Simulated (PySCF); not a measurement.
Delta-SCF ions had no search for a lower state. Excitations are Tamm–Dancoff values on a coarser integration grid. The basis has no diffuse functions, so Rydberg states are missing or too high.

Cartesian coordinates (Å):
```xyz
7

B      0.9649     0.0713     0.0228
C     -0.6302    -0.0046     0.0147
F     -1.2447     1.0601    -0.5430
F     -0.9492    -1.0955    -0.7434
F     -1.1948    -0.1849     1.2275
H      1.5029     0.6750    -0.8418
H      1.5512    -0.5215     0.8632
```
Charge 0, spin multiplicity 1.

Question: Estimate the HOMO, dipole moment, HOMO–LUMO gap, vertical ionisation energy (Delta-SCF), total energy, LUMO, T1 excitation (TDA) and S1–T1 gap (TDA) that ωB97X-D3(BJ)/def2-TZVP // B3LYP-D3(BJ)/def2-TZVP (PySCF) returns for this input.

Answer: 
| Quantity | Result |
|---|---|
| HOMO | -12.74 eV |
| dipole moment | 1.96 D |
| HOMO–LUMO gap | 12.23 eV |
| vertical ionisation energy (Delta-SCF) | 13.00 eV |
| total energy | -9901.48 eV |
| LUMO | -0.51 eV |
| T1 excitation (TDA) | 5.24 eV |
| S1–T1 gap (TDA) | 0.67 eV |
